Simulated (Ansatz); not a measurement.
Cost and result for the atomization energy of CH9GeNSi (`C[N]([SiH3])[GeH3]`) (13 atoms, 12 bonds).

```xyz
13

C     1.127   -0.369   -0.956
N    -0.010    0.038   -0.144
Si   -0.095    1.673    0.378
Ge   -1.034   -1.327    0.547
H     0.846   -1.160   -1.660
H     1.493    0.473   -1.554
H     1.970   -0.738   -0.357
H    -1.414    1.885    1.028
H     0.059    2.577   -0.797
H     0.974    2.050    1.352
H    -1.454   -2.228   -0.629
H    -2.248   -0.703    1.246
H    -0.214   -2.173    1.545
```

The species carries charge 0 and has multiplicity 1. Correlated methods include outer-core shells of Ge, which these sets cover unevenly. Scalar relativity is left out up to krypton. All single points use the PBE0-D4/def2-TZVP geometry. Program: Ansatz. All runs use 4 threads of an AMD EPYC on a shared host. Times are those of one run each, without the atoms' runs, and a repeat can differ threefold. Electronic energies, without spin–orbit coupling; frozen cores. CCSD(T)/CBS adds CCSD(T) − MP2 in def2-TZVPP to the MP2 limit, and its time is that of the two runs behind it. T1 = 0.011. With those shells the extrapolation isn't a true limit. HSE06 is the plane-wave form, built on full-range PBE exchange.

CCSD(T)/CBS is a level of theory with its own doubt, some kJ/mol a heavy atom from the limit and from the frozen cores, so smaller differences don't rank the functionals.

```
                           level  functions  wall time
             BHLYP-D4/def2-TZVPP        278       18 s
              PBE0-D4/def2-TZVPP        278       20 s
           r2SCANh-D4/def2-TZVPP        278       22 s
               B97M-V/def2-TZVPP        278       23 s
                CCSD(T)/def2-SVP        123       24 s
             HSE06-D4/def2-TZVPP        278       24 s
             PBE-QIDH/def2-TZVPP        278       26 s
               B2PLYP/def2-TZVPP        278       29 s
              ωB97X-V/def2-TZVPP        278       31 s
ωB97M-V/def2-TZVPP (with forces)        278       39 s
                  MP2/def2-QZVPP        543       84 s
              CCSD(T)/def2-TZVPP        278    8.2 min
               CCSD(T)/CBS(def2)          –    9.6 min
```

Task: What atomization energy does each give, and how far from CCSD(T)/CBS? (Best estimate.)

Result: Ansatz gave: 
| level | atomization (kcal/mol) | difference from CCSD(T)/CBS | per bond |
| --- | --- | --- | --- |
| BHLYP-D4/def2-TZVPP | 971.8 | -18.9 | -1.6 |
| PBE0-D4/def2-TZVPP | 979.0 | -11.7 | -1.0 |
| r2SCANh-D4/def2-TZVPP | 980.6 | -10.1 | -0.8 |
| B97M-V/def2-TZVPP | 992.8 | 2.1 | 0.2 |
| CCSD(T)/def2-SVP | 929.7 | -61.0 | -5.1 |
| HSE06-D4/def2-TZVPP | 979.3 | -11.4 | -1.0 |
| PBE-QIDH/def2-TZVPP | 976.7 | -14.0 | -1.2 |
| B2PLYP/def2-TZVPP | 975.8 | -14.9 | -1.2 |
| ωB97X-V/def2-TZVPP | 995.2 | 4.5 | 0.4 |
| ωB97M-V/def2-TZVPP (with forces) | 987.8 | -2.9 | -0.2 |
| MP2/def2-QZVPP | 978.5 | -12.2 | -1.0 |
| CCSD(T)/def2-TZVPP | 967.8 | -22.9 | -1.9 |
| CCSD(T)/CBS(def2) | 990.7 | 0.0 | 0.0 |

From r2SCAN to r2SCAN0 (25 % exact exchange), in def2-TZVPP and without D4, the atomization energy moves by −9.0 kcal/mol: exact exchange takes away binding that semilocal exchange gives to molecules. In def2-TZVPP, CCSD(T) changes the Hartree–Fock value by +244.6 kcal/mol (the triples alone add +10.8 kcal/mol) and MP2 by +241.7 kcal/mol; breaking electron pairs costs correlation energy, which Hartree–Fock lacks. The D4 term adds +11.1 kcal/mol with B3LYP and +5.8 kcal/mol with PBE0; it sums over pairs of atoms, weighted by their polarisabilities, and B3LYP, whose exchange is more repulsive, gets the larger term.

B3LYP here is the variant with VWN-RPA as its local correlation; programs differ in this.
